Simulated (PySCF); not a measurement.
Sn(H)(SH)3 (H4S3Sn), SMILES [SH][SnH]([SH])[SH].

Coordinates come from a PBE0-D3(BJ)/def2-SVP optimisation. The structure was generated by enumeration; whether it is a known compound was not checked. The def2 effective core potentials stand for the cores of Sn; spin–orbit coupling is left out. One conformer was computed; it need not be the lowest.

The numbers are results of PySCF with CAM-B3LYP/def2-TZVP, not measurements.

The molecule is in vacuum.

```json
{
  "total_energy": "-1411.40841 hartree",
  "point_group": "C3",
  "highest_occupied_level": "-8.86 eV",
  "lowest_empty_level": "-0.69 eV",
  "orbital_gap": "8.17 eV",
  "dipole_moment": "0.19 D",
  "quadrupole, principal values (traceless, Buckingham form, about the centre of nuclear charge)": "-3.85, -3.85, 7.69 D·Å",
  "mean_static_polarisability": "98.2 bohr³ (14.55 Å³)",
  "polarisability_principal_values": "82.0, 106.3, 106.3 bohr³"
}
```
